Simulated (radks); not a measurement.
Effect of the nuclear size on neutral gadolinium, [Xe] 4f7 5d1 6s2. Method: Dirac Kohn-Sham, LDA (Slater exchange, Perdew-Wang correlation), spin-unpolarised, spherical densities, finite nucleus; open shells are shared between the two j in proportion to 2j + 1; Fermi nuclear charge, rms radius 5.1569 fm; computed with a radial shooting solver on a logarithmic mesh with Libxc functionals. The rms radius is varied about that value; shifts are against it.

rms radius (fm)  total energy shift (eV)  density at nucleus (e/bohr^3)  1s1/2 shift (meV)  2s1/2 shift (meV)  5p1/2 shift (meV)  6s1/2 shift (meV)  5d5/2 shift (meV)  6p1/2 (empty) shift (meV)
4.5123                             -4.92                      6.476e+05              -2030               -261              0.255             -0.118              0.164                      0.072
4.9403                             -1.71                      6.328e+05               -705              -90.7              0.088             -0.041              0.057                      0.025
5.1569                                 0                       6.26e+05              0.000              0.000              0.000              0.000              0.000                      0.000
5.4921                              2.75                       6.16e+05               1130                146             -0.142              0.066             -0.091                     -0.040
6.0903                              7.98                          6e+05               3290                423             -0.413              0.191             -0.265                     -0.116

Slopes of the eigenvalues against <r^2> in GHz/fm^2, as finite differences over the two radii next to the reference (eigenvalue slopes, not the field-shift constants of lines): 1s1/2 77300, 2s1/2 9940, 5p1/2 -9.69, 6s1/2 4.48, 5d5/2 -6.23, 6p1/2 (empty) -2.72.
